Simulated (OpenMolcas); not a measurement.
**Sn²⁺: CASPT2 settings compared**

```yaml
Program: OpenMolcas
Basis: ANO-R1 [6s5p3d1f]
Scalar_Hamiltonian: X2C, finite nucleus
Active_space: 2 electrons in 4 orbitals (5s 5p)
State_averaging: 2S+1 = 3 even, 3 roots; 2S+1 = 1 even, 7 roots; 2S+1 = 3 odd, 3 roots; 2S+1 = 1 odd, 3 roots
Spin-orbit_coupling: RASSI with atomic mean-field integrals over the reference wave functions, term energies averaged over their components
```

Methods on the same reference wave functions:
A. CASSCF
B. SS-CASPT2, IPEA 0.3 Eh, sigma2 regulariser 0.1 Eh (closed shells correlated: none)
C. SS-CASPT2, IPEA 0.5 Eh, no level shift (closed shells correlated: 4s 4p 4d)
D. SS-CASPT2, IPEA 0.4 Eh, sigma1 regulariser 0.3 Eh (closed shells correlated: 4s 4p 4d)
E. MS-CASPT2, IPEA 0.3 Eh, sigma2 regulariser 0.1 Eh (closed shells correlated: none)
F. MS-CASPT2, IPEA 0.4 Eh, sigma1 regulariser 0.3 Eh (closed shells correlated: 4s 4p 4d)

Energies in cm-1 above 5s2 1S0, the measured ground level; measured values from Moore, Atomic Energy Levels, vol. III, NSRDS-NBS 35 (1971 reprint of NBS Circular 467, 1958).

```json
{"Level": "5s2 1S0", "A": "0.0", "B": "0.0", "C": "0.0", "D": "0.0", "E": "0.0", "F": "0.0", "Measured": "0.0"}
{"Level": "5s 5p 3P* 0", "A": "49048", "B": "49360", "C": "52470", "D": "52430", "E": "49370", "F": "52830", "Measured": "53548"}
{"Level": "5s 5p 3P* 1", "A": "50724", "B": "51020", "C": "54100", "D": "54060", "E": "51030", "F": "54460", "Measured": "55196"}
{"Level": "5s 5p 3P* 2", "A": "54479", "B": "54790", "C": "57900", "D": "57860", "E": "54800", "F": "58260", "Measured": "59229"}
{"Level": "5s 5p 1P* 1", "A": "86088", "B": "83530", "C": "81010", "D": "80820", "E": "83540", "F": "81220", "Measured": "79911"}
{"Level": "5p2 3P0", "A": "123891", "B": "124070", "C": "125830", "D": "125730", "E": "124080", "F": "126130", "Measured": "127308"}
{"Level": "5p2 3P1", "A": "126298", "B": "126560", "C": "128370", "D": "128270", "E": "126570", "F": "128680", "Measured": "130120"}
{"Level": "5p2 3P2", "A": "129032", "B": "128880", "C": "130760", "D": "130640", "E": "128890", "F": "131050", "Measured": "134567"}
{"Level": "5p2 1D2", "A": "137775", "B": "135120", "C": "137240", "D": "137060", "E": "135130", "F": "137470", "Measured": "128205"}
{"Level": "5p2 1S0", "A": "156951", "B": "154060", "C": "153720", "D": "153560", "E": "154080", "F": "154370", "Measured": ""}
```

Deviations, from unrounded energies. A percentage is the sum of absolute deviations over the sum of measured energies, with the sign that they share, or ± where signs differ.

```json
{"Against measurement": "mean absolute deviation (cm-1)", "Levels": "8", "A": "5300", "B": "4500", "C": "2600", "D": "2600", "E": "4500", "F": "2400"}
{"Against measurement": "other configurations (%)", "Levels": "8", "A": "±5.5", "B": "±4.7", "C": "±2.7", "D": "±2.7", "E": "±4.7", "F": "±2.5"}
```

F lies closest to measurement on these levels and A furthest from it. The largest miss of F in the table is 5p2 1D2, by +9300 cm-1. The ranking rests on the paired levels alone, and a cruder setting can come out closer through cancelling errors.

Among B to F the level of the table that moves most is 5s 5p 3P* 0, by 3500 cm-1 (lowest in B, highest in F). Moves below CASPT2's spread within the term are not significant.

The lowest spin-free term lies below A's lowest term by 0.004 hartree in B, 0.402 hartree in C, 0.402 hartree in D, 0.004 hartree in E, 0.404 hartree in F.

CASPT2 breaks the degeneracy within a term, and the mean is taken; among the terms shown or strongly mixed into the levels shown the widest spread is 20 cm-1 (5p2 1D, C). Some levels mix across a computed gap that differs much from the measured one, so their mixing is not that of the real levels. The ¹D term of p² mixes with s d, which this space lacks. Computed and measured levels are paired by configuration, term and J; levels that our copy of the source lacks, or whose pairing is in doubt (as where it misses far off the trend of its configuration), stay unpaired and out of the deviations. Levels of configurations outside the active space are missing.

* marks odd parity.
